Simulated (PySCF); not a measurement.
GeH6SiTe, SMILES [SiH3][Te][GeH3].

Coordinates come from a PBE-D3(BJ)/def2-SVP optimisation. The structure was generated by enumeration, and PubChem lists no compound with its InChIKey, so it may never have been made. The def2 effective core potentials stand for the cores of Te; spin–orbit coupling is left out.

Two levels are set side by side: TDDFT-PBE/def2-SVPD (PySCF) and TDDFT-M06-2X/def2-SVPD (PySCF). Vertical, same geometry. The lowest singlet is HOMO→LUMO 100 % with PBE and HOMO→LUMO 92 % with the other functional; states are paired by order. Differences are taken from unrounded values.

| quantity | TDDFT-M06-2X |
|---|---|
| lowest singlet excitation (eV) | 4.09 |
| lowest triplet excitation (TDA) (eV) | 3.82 |

Question: What does TDDFT-PBE give, and how far is it from TDDFT-M06-2X? (Estimate from the structure and the level; the computed values follow.)

Answer: 
```json
[
 {"quantity": "lowest singlet excitation (eV)", "TDDFT-PBE": "3.70", "TDDFT-PBE minus TDDFT-M06-2X": "-0.39"},
 {"quantity": "lowest triplet excitation (TDA) (eV)", "TDDFT-PBE": "3.34", "TDDFT-PBE minus TDDFT-M06-2X": "-0.48"}
]
```

A lower first singlet is the usual sign of a functional without exact exchange. Differences between two approximate levels are no errors against the true value.

Rough cost on one machine, each run with all the roots and properties that it gave: TDDFT-M06-2X against TDDFT-PBE about 10 times.
